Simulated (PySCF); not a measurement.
Species: C5H3FO2.
SMILES: `O=C1C=C(F)C=CO1`

Level: PBE0/def2-SVPD in PySCF, non-relativistic, on one gas-phase PBE0-D3(BJ)/def2-SVP geometry that isn't relaxed in the solvent. The solvent is an IEF-PCM continuum (van der Waals radii × 1.2), and excitations are vertical TDDFT with non-equilibrium linear response and a frozen core. Only the electrostatic response of the medium enters.

Gas-phase singlets (H = HOMO, L = LUMO):

```json
{"state": "S1", "E (eV)": "4.725", "λ (nm)": "262", "f": "0.121", "leading configurations": "H→L 97%"}
{"state": "S2", "E (eV)": "5.074", "λ (nm)": "244", "f": "0.000", "leading configurations": "H-1→L 93%"}
{"state": "S3", "E (eV)": "6.150", "λ (nm)": "202", "f": "0.063", "leading configurations": "H→L+1 70%, H-2→L 27%"}
{"state": "S4", "E (eV)": "6.294", "λ (nm)": "197", "f": "0.000", "leading configurations": "H-1→L+1 90%"}
{"state": "S5", "E (eV)": "6.782", "λ (nm)": "183", "f": "0.005", "leading configurations": "H→L+2 98%"}
```

What are the lowest 5 singlets in tetrahydrofuran (ε = 7.426)?

| state | E (eV) | λ (nm) | f | leading configurations | change by rank (eV) |
| --- | --- | --- | --- | --- | --- |
| S1 | 4.721 | 263 | 0.176 | H→L 97% | -0.004 |
| S2 | 5.420 | 229 | 0.000 | H-1→L 93% | +0.346 |
| S3 | 6.116 | 203 | 0.098 | H→L+1 77%, H-2→L 21% | -0.034 |
| S4 | 6.629 | 187 | 0.001 | H-1→L+1 88% | +0.335 |
| S5 | 6.865 | 181 | 0.002 | H→L+2 98% | +0.083 |

Give the list for water (ε = 78.36), n² = 1.78.

```json
{"state": "S1", "E (eV)": "4.744", "λ (nm)": "261", "f": "0.174", "leading configurations": "H→L 97%", "change by rank (eV)": "+0.019"}
{"state": "S2", "E (eV)": "5.500", "λ (nm)": "225", "f": "0.000", "leading configurations": "H-1→L 92%", "change by rank (eV)": "+0.426"}
{"state": "S3", "E (eV)": "6.124", "λ (nm)": "202", "f": "0.091", "leading configurations": "H→L+1 76%, H-2→L 22%", "change by rank (eV)": "-0.026"}
{"state": "S4", "E (eV)": "6.708", "λ (nm)": "185", "f": "0.001", "leading configurations": "H-1→L+1 87%", "change by rank (eV)": "+0.414"}
{"state": "S5", "E (eV)": "6.862", "λ (nm)": "181", "f": "0.002", "leading configurations": "H→L+2 98%", "change by rank (eV)": "+0.080"}
```

How do the frontier levels move from gas to water?

```
orbital  gas (eV)  solvent (eV)  change (eV)
 LUMO+2      0.55          0.82        +0.27
 LUMO+1     -0.36         -0.24        +0.12
   LUMO     -1.96         -1.73        +0.23
   HOMO     -7.40         -7.25        +0.15
 HOMO-1     -8.53         -8.79        -0.26
 HOMO-2     -9.56         -9.32        +0.24
 HOMO-3    -10.92        -10.73        +0.19
```

The HOMO–LUMO gap goes from 5.44 to 5.52 eV. Rows go by rank; for LUMO+2 the atom shares or the degeneracy differ between the runs, so the row needn't follow one orbital.
